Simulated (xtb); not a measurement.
Input file for xtb: GFN2-xTB on AlH5N2O (SMILES [NH2][Al]([NH2])[OH]), a point of a torsion scan.

```
$ xtb mol.xyz --gfn 2 --sp --chrg 0 --uhf 0
9

N      1.27907523    -1.24550854    -0.06354215
Al    -0.04725618    -0.22562002    -0.70697461
N      0.20893575     0.64080531    -2.24119396
O     -1.46724597    -0.06134769     0.11199486
H      2.18859147    -0.85913310     0.14156639
H      1.07388010    -1.93393247     0.65035336
H      1.02238905     0.52704686    -2.82419110
H     -0.46106835     1.23601047    -2.70404040
H     -2.32648126     0.10621705     0.46674313
```

Q: What total energy does the run end on?

A: -13.6181 hartree.
